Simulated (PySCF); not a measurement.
## C₆ coefficients of unlike pairs at PBE0

Calculated with PySCF 2.14 from the dipole response of each species, C₆(A,B) = (3/π) ∫ α_A(iu) α_B(iu) du, in atomic units, from isotropic polarisabilities. For ions this is the dispersion term alone; charge-induced terms of lower order in 1/R come first.

```csv
species,configuration,basis,relativity,α (bohr³),C₆ (like pair)
Be,[He] 2s2 (1S),def2-QZVPPD (7s4p2d1f),none,42.65,255.4
In+,[Kr] 4d10 5s2 (1S),"aug-cc-pVQZ-PP with one added diffuse shell each of s, p, d, f, g type with ECP28MDF (8s8p6d4f3g)",core potential,24.69,166.9
F+,[He] 2s2 2p4 (3P),def2-TZVPPD (6s4p3d1f),none,1.805,3.303
Au,[Xe] 4f14 5d10 6s1 (2S),aug-cc-pVTZ-PP with ECP60MDF (6s6p5d3f2g),core potential,36.69,331.9
```

**Question.** Estimate C₆ for F+ with Be.

**Answer.** The integral gives 19.14. The combination rule 2 C_A C_B / (C_A α_B/α_A + C_B α_A/α_B) gives 18.98 and the geometric mean 29.05.

No spin-orbit coupling is included.

The other pairs:

```json
{"pair": "Au, F+", "C₆": "29.09"}
{"pair": "F+, In+", "C₆": "20.41"}
{"pair": "Au, In+", "C₆": "235.0"}
{"pair": "Au, Be", "C₆": "271.9"}
{"pair": "In+, Be", "C₆": "193.0"}
```
